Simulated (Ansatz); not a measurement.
Geometry optimisation, UKS B3LYP-D4/def2-SVP (Ansatz 0.2.0).

Input:

```yaml
crystal:
  periodic: [false, false, false]
  atoms:
    - { symbol: W, position_ang: [0.0, 0.0, 0.0] }
    - { symbol: Cl, position_ang: [0.0, 0.0, 2.64] }
    - { symbol: H, position_ang: [1.72, 0.0, 0.0] }
    - { symbol: F, position_ang: [0.0, 1.85, 0.0] }
    - { symbol: F, position_ang: [-1.85, 0.0, 0.0] }
    - { symbol: F, position_ang: [0.0, -1.85, 0.0] }
    - { symbol: F, position_ang: [0.0, 0.0, -1.85] }
    - { symbol: H, position_ang: [0.0, 0.0, 4.31] }
magnetization:
  spin_polarized: true
  initial_magnetization: 1
basis:
  gaussian: { orbitals: def2-SVP }
hamiltonian:
  xc: b3lyp
  dispersion: d4
relax:
  f_tol: 0.15
  max_steps: 25
  restrain:
    - { distance: [1, 7], at: 2.57, k: 30.0 }
    - { distance: [0, 1], at: 2.39, k: 30.0 }
```

Command:

```bash
$ ansatz run input.yaml --threads 4 --pin off --max-ram 5120MiB --backend cpu --events-out ev --progress --plain --runs-dir out
```

Question: Where does it end, and by what steps?

Answer: The run converged. The restraints hold the end off the free minimum; the threshold counts their pulls, which the force column leaves out. Restrained pairs: Cl2–H8 (1.67 → 2.57 Å), W1–Cl2 (2.64 → 2.36 Å). After 13 steps the energy has fallen by 0.696 eV (the restraints' own energy left out); Cl2 moved furthest, 0.73 Å.

| step | energy less start (eV) | largest force component (eV/Å) | accepted |
| --- | --- | --- | --- |
| 0 | 0.0000 | 3.512 | yes |
| 1 | -0.0691 | 2.371 | yes |
| 2 | -0.4246 | 1.156 | yes |
| 3 | -0.5039 | 1.319 | yes |
| 4 | -0.5291 | 1.446 | yes |
| 5 | -0.5488 | 1.394 | yes |
| 6 | -0.5799 | 1.479 | no |
| 7 | -0.5981 | 1.602 | yes |
| 8 | -0.6461 | 1.389 | yes |
| 9 | -0.6751 | 1.226 | yes |
| 10 | -0.6954 | 1.087 | yes |
| 11 | -0.6965 | 1.088 | yes |
| 12 | -0.6912 | 1.092 | yes |
| 13 | -0.6964 | 1.085 | yes |

```xyz
8
Properties=species:S:1:pos:R:3
W -0.098 0.001 0.072
Cl 0.653 0.003 2.305
H 1.579 -0.009 -0.269
F -0.129 1.837 0.226
F -1.923 -0.006 -0.412
F -0.128 -1.834 0.227
F 0.095 0.008 -1.789
H -0.180 0.000 4.740
```

The run took 64 s on 4 threads of Arm Neoverse V2 (shared host), peak memory 0.44 GiB.
